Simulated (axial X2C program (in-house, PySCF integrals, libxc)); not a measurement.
Spectroscopic constants of GeH⁺

All values were computed with an axial X2C code built on PySCF integrals. Spin-free means the one-electron spin-free X2C Hamiltonian; two-component (2c) means X2C with spin–orbit coupling and atomic mean-field two-electron Coulomb and Gaunt terms, so the difference of the two also holds small scalar two-electron terms. Basis: Ge dyall-cv3z [9s9p7d4f1g], H dyall-v3z [6s2p1d] (cores contracted in-house); Gaussian nuclei, density fitting, unrestricted open shells. Masses: Ge 73.921 u, H 1.008 u.

Input file and command:
```json
{"zs": [32, 1], "q": 1, "bas": ["dyall-cv3z", "dyall-v3z"], "levels": ["PBE0", "HF", "B3LYP"], "cc": true, "r0": 1.53, "thr": -2.0, "nmax": 90, "npts": 10, "nst": 2, "ntry": 6}
```
```bash
python so2c.py task.json out
```

Keys: zs atomic numbers; q charge; bas basis sets; levels methods; cc coupled cluster on or off; r0 starting distance in Å; thr threshold in hartree for freezing inner shells (an s shell follows its p shell); nmax most natural virtual spinors; npts points on the curve; nst determinants followed; ntry starts of the search. HF also brings MP2.

State, spin-free: M_S = 0, Λ = 0 (closed shell); electrons by block: σα: 8, σβ: 8, π+α: 3, π+β: 3, π-α: 3, π-β: 3, δ+α: 1, δ+β: 1, δ-α: 1, δ-β: 1. Fragments: Ge+ + H.

State, 2c: Ω = 0 (closed shell); electrons by block: 1/2: 11, -1/2: 11, 3/2: 4, -3/2: 4, 5/2: 1, -5/2: 1. Fragments: Ge+ + H.

| Hamiltonian | level | Re (Å) | ωe (cm⁻¹) | ωexe (cm⁻¹) | αe (cm⁻¹) | De (eV) | k (mdyn/Å) | μ (D) |
| --- | --- | --- | --- | --- | --- | --- | --- | --- |
| spin-free | PBE0 | 1.585 | 1996.6 | 26.5 | 0.162 | 2.99 | 2.34 | 0.40 |
| spin-free | HF | 1.566 | 2124.8 | 25.4 | 0.152 | 2.12 | 2.64 | 0.53 |
| spin-free | MP2 | 1.558 | 2089.6 | 27.7 | 0.169 | 2.90 | 2.56 | n/a |
| spin-free | CCSD | 1.568 | 2028.1 | n/a | 0.199 | 3.08 | 2.41 | n/a |
| spin-free | CCSD(T) | 1.570 | 2008.0 | n/a | 0.207 | 3.09 | 2.36 | n/a |
| spin-free | B3LYP | 1.588 | 1973.2 | 27.3 | 0.166 | 3.09 | 2.28 | 0.31 |
| 2c | PBE0 | 1.585 | 1995.3 | 26.6 | 0.162 | n/a | 2.33 | 0.40 |
| 2c | HF | 1.566 | 2123.8 | 25.4 | 0.152 | n/a | 2.64 | 0.53 |
| 2c | MP2 | 1.558 | 2088.3 | 27.7 | 0.169 | 2.79 | 2.55 | n/a |
| 2c | CCSD | 1.569 | 2026.4 | n/a | 0.199 | 2.96 | 2.41 | n/a |
| 2c | CCSD(T) | 1.570 | 2006.3 | n/a | 0.207 | 2.97 | 2.36 | n/a |
| 2c | B3LYP | 1.588 | 1971.8 | 27.3 | 0.166 | n/a | 2.28 | 0.31 |

Correlated methods: 14 electrons correlated (number of frozen shells: Ge 3 s, 2 p; H none), 168 virtual spin orbitals or spinors in MP2, 90 natural virtuals in coupled cluster.

Dipoles are positive if H is the positive end and refer to the centre of mass.

Occupations by symmetry block were frozen at the best pattern of an incomplete PBE0 search. Closed shells are restricted here (equal orbitals for both partners); the stretched side of such a curve lies too high. Dissociation energies refer to the lowest single-determinant-based atoms at the same level and basis. De is not given where an atomic determinant may have missed its ground term or J level, or where the truncated virtual space spoils (T). CCSD and (T) use frozen natural virtuals with an MP2 correction for the truncation; (T) itself is uncorrected, so its De runs slightly low. The functionals have no current-density term, which raises determinants with orbital currents, atoms included.

Rough cost a point (2c) on 1 thread(s) of a shared host, integrals apart: PBE0 0.18 s, HF 0.09 s, CCSD(T) 7 s, B3LYP 0.19 s.

The whole task took 3.3 min on 1 thread of Intel(R) Xeon(R) Processor @ 2.30GHz (shared host).
